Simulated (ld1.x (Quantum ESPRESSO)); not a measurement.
# Configuration tests for Mg (RRKJ)

```
Element                 : Mg (Z = 12)
Generator               : ld1.x (Quantum ESPRESSO) 7.5
Type                    : norm-conserving RRKJ (Kleinman–Bylander form)
Functional              : PBE
Relativity              : scalar-relativistic
Frozen core             : [He]
Valence charge          : 10
Reference configuration : 2s2 2p6 3s0 3p0 (charge +2)
Partial waves           : 2s (bound): rc 0.90 bohr; 2p (bound): rc 0.70 bohr; 3d channel at 0.05 Ry: rc 0.75 bohr
Local potential         : the d channel
Core correction         : none
rho0                    : 0.02
```

Energies are relative to the spin-unpolarised reference configuration 2s2 2p6 3s0 3p0; without spin polarisation the order of configurations can differ from experiment.

```json
{"valence configuration": "2s2 2p6 3s2 3p0", "charge": "0", "ΔE all-electron (eV)": "-22.986", "error AE − PS (meV)": "-41"}
{"valence configuration": "2s2 2p6 3s1 3p0", "charge": "+1", "ΔE all-electron (eV)": "-15.026", "error AE − PS (meV)": "-30"}
{"valence configuration": "2s2 2p6 3s1.5 3p0", "charge": "+0.5", "ΔE all-electron (eV)": "-19.842", "error AE − PS (meV)": "-37"}
{"valence configuration": "2s1 2p6 3s2 3p0", "charge": "+1", "ΔE all-electron (eV)": "68.485", "error AE − PS (meV)": "-63"}
{"valence configuration": "2s2 2p6 3s1 3p1", "charge": "0", "ΔE all-electron (eV)": "-19.495", "error AE − PS (meV)": "-25"}
{"valence configuration": "2s2 2p5 3s2 3p0", "charge": "+1", "ΔE all-electron (eV)": "35.556", "error AE − PS (meV)": "-135"}
```

**Question.** What are ΔE and the potential's error for 2s2 2p6 3s0 3p1?

**Answer.** ΔE = -10.658 eV all-electron; the error (AE − PS) is -4.6 meV.

ld1.x printed “convergence not achieved” for 5 of the counted tests; their residual had stalled under 1e-8, short of the target of 1e-14.
